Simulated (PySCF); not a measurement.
SMILES CC(C)(C)[SiH2][SiH2]C=O (GFN2-xTB optimised geometry):

```
22

C      0.387    -0.838     1.269
C      0.882    -0.145     0.000
C      2.409    -0.145     0.000
C      0.387     1.301     0.000
Si     0.227    -1.069    -1.558
Si    -2.087    -1.084    -1.564
C     -2.554    -1.994    -3.184
O     -1.715    -2.439    -3.928
H      0.769    -0.331     2.156
H     -0.701    -0.830     1.320
H      0.724    -1.872     1.302
H      2.796    -1.161     0.013
H      2.794     0.375     0.877
H      2.796     0.354    -0.886
H      0.727     1.826    -0.891
H      0.767     1.836     0.871
H     -0.701     1.342     0.028
H      0.797    -2.426    -1.530
H      0.787    -0.386    -2.735
H     -2.814     0.192    -1.646
H     -2.796    -1.836    -0.518
H     -3.626    -2.114    -3.451
```

Calculation: PySCF with B3LYP/def2-SVP.

Task: What are the frontier orbital energies and the dipole moment?

Result: HOMO-2 -8.58 eV, HOMO-1 -7.66 eV, HOMO -6.56 eV, LUMO -1.46 eV, LUMO+1 -0.34 eV; dipole moment 2.29 D.

Meta-Löwdin charges at B3LYP/def2-SVP: C1 -0.28, C2 -0.12, C3 -0.28, C4 -0.28, Si5 0.40, Si6 0.33, C7 0.08, O8 -0.35, H9 0.09, H10 0.08, H11 0.09, H12 0.09, H13 0.09, H14 0.09, H15 0.09, H16 0.09, H17 0.08, H18 -0.09, H19 -0.09, H20 -0.08, H21 -0.08, H22 0.06.
